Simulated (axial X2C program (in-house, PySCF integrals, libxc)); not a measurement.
## Ionising TcBr

Calculated with an axial X2C code built on PySCF integrals, spin-free (one-electron X2C) or two-component (2c: spin–orbit coupling with atomic mean-field Coulomb and Gaunt terms, which also bring small scalar terms), in Dyall basis sets with cores contracted in-house; open shells are unrestricted.

Basis sets: Br dyall-cv3z, Tc dyall-cv3z. Frozen shells (counts by l): TcBr Tc 4s3p1d, Br 3s2p1d, 14 electrons correlated; TcBr⁺ Tc 4s3p1d, Br 3s2p1d, 13 electrons correlated. Coupled cluster in natural virtuals with an MP2 remainder. Where the outer core of a metal is frozen, bonds come out longer and ionisation energies lower.

```json
{"Hamiltonian": "spin-free", "level": "HF", "TcBr state": "M_S = 3, Λ = 0", "Re (Å)": "2.593", "ωe (cm⁻¹)": "226.7", "De (eV)": "2.96"}
{"Hamiltonian": "spin-free", "level": "PBE0", "TcBr state": "M_S = 3, Λ = 0", "Re (Å)": "2.491", "ωe (cm⁻¹)": "243.5", "De (eV)": "3.51"}
{"Hamiltonian": "spin-free", "level": "MP2", "TcBr state": "M_S = 3, Λ = 0", "Re (Å)": "2.510", "ωe (cm⁻¹)": "244.0", "De (eV)": "3.33"}
{"Hamiltonian": "2c", "level": "HF", "TcBr state": "Ω = 3", "Re (Å)": "2.594", "ωe (cm⁻¹)": "226.4", "De (eV)": "2.80"}
{"Hamiltonian": "2c", "level": "PBE0", "TcBr state": "Ω = 3", "Re (Å)": "2.492", "ωe (cm⁻¹)": "243.1", "De (eV)": "3.41"}
{"Hamiltonian": "2c", "level": "MP2", "TcBr state": "Ω = 3", "Re (Å)": "2.511", "ωe (cm⁻¹)": "243.7", "De (eV)": "3.19"}
{"Hamiltonian": "2c", "level": "CCSD", "TcBr state": "Ω = 3", "Re (Å)": "2.521", "ωe (cm⁻¹)": "241.8", "De (eV)": "2.94"}
{"Hamiltonian": "2c", "level": "CCSD(T)", "TcBr state": "Ω = 3", "Re (Å)": "2.516", "ωe (cm⁻¹)": "242.9", "De (eV)": "2.94"}
```

Adiabatic ionisation energy (minimum to minimum, no zero-point term) and constants of TcBr⁺:

```
Hamiltonian    level       TcBr⁺ state  IE (eV)  Re (Å)  ωe (cm⁻¹)  De (eV)  fragments
  spin-free       HF  M_S = 5/2, Λ = 0     7.25   2.423      289.4     1.25   Tc+ + Br
  spin-free     PBE0  M_S = 5/2, Λ = 0     7.19   2.321      319.4     3.13   Tc+ + Br
  spin-free      MP2  M_S = 5/2, Λ = 0     7.34   2.340      312.2     2.76   Tc+ + Br
         2c       HF           Ω = 5/2     7.25   2.425      288.4     1.10   Tc+ + Br
         2c     PBE0           Ω = 5/2     7.19   2.322      318.5     3.03   Tc+ + Br
         2c      MP2           Ω = 5/2     7.33   2.341      311.5     2.62   Tc+ + Br
         2c     CCSD           Ω = 5/2     7.34   2.352      309.8     2.46   Tc+ + Br
         2c  CCSD(T)           Ω = 5/2     7.29   2.348      310.9     2.62   Tc+ + Br
```

Add the zero-point terms to the ionisation energy at CCSD(T), 2c, and say whether the electron removed was bonding.

IE0 = IE + (ωe⁺ − ωe)/2 = 7.29 + (0.004) = 7.29 eV. Re changes by -0.168 Å, so the bond shortens, as on loss of an antibonding or a polarising non-bonding electron.

Close the cycle De(TcBr⁺) + IE(TcBr) = De(TcBr) + IE(Tc) to find the atomic ionisation energy at CCSD(T), 2c.

IE(Tc) = 2.62 + 7.29 − 2.94 = 6.97 eV, for the determinants used.

Each entry is the lowest single determinant of a limited PBE0 search at one distance. De goes to single-determinant-based atoms at the same level (for ions the charge split of lowest energy) and is withheld (n/a) where an atom does not fit its ground term or J level. Main or longest-lived isotopes. One determinant is a doubtful description, or other states lie close, for TcBr, TcBr⁺; these need not be ground states, and all values refer to the states named. Some open-shell Ω = 0 determinants are out of reach, so the Ω given for TcBr need not be the lowest component. With several unpaired electrons the Ω given is that of one determinant, not necessarily of the lowest component. The functionals have no current term, which raises determinants with orbital currents.
